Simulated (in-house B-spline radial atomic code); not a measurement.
# Ionising Rb with different functionals

Computed with an all-electron radial atomic-structure program (B-spline basis): four-component Dirac-Coulomb Hamiltonian, Fermi nucleus of rms radius 4.2036 fm, spin-restricted, spherical fractional occupations for the functionals. The ionisation energy is the difference of two self-consistent energies, [Kr] 5s1 → [Ar] 3d10 4s2 4p6, without Breit or QED terms; ε is the level of the shell that loses the electron (mean over j).

Hybrids are left out here: with spherical fractional occupations of an open shell their exact exchange keeps a self-interaction that integer-occupation calculations don't have.

| method | rung | ΔSCF (eV) | -ε(5s) (eV) |
| --- | --- | --- | --- |
| LDA VWN5 | LDA | ? | ? |
| relativistic LDA | LDA | ? | ? |
| LDA PW92 | LDA | 4.27 | 2.36 |
| LDA exchange-only | LDA | 3.59 | 1.70 |
| PBE | GGA | 4.15 | 2.23 |
| PBEsol | GGA | 4.07 | 2.22 |
| BLYP | GGA | 4.19 | 2.17 |
| RPBE | GGA | 4.16 | 2.18 |
| PW91 | GGA | 4.18 | 2.24 |
| AM05 | GGA | 4.05 | 2.18 |
| OLYP | GGA | 4.10 | 1.96 |

Task: What does relativistic LDA give?

Result: ΔSCF 4.27 eV, and -ε(5s) = 2.36 eV.

Task: What does LDA VWN5 give?

Result: ΔSCF 4.27 eV, and -ε(5s) = 2.36 eV.

Task: How do they compare with the NIST value?

Result: NIST lists 4.177 eV (measured, ground level to ground level). Errors run from -0.58 to +0.10 eV; PW91 is closest (+0.01 eV), but part of that can be cancellation, since the calculations leave out Breit-QED terms, spin polarisation.
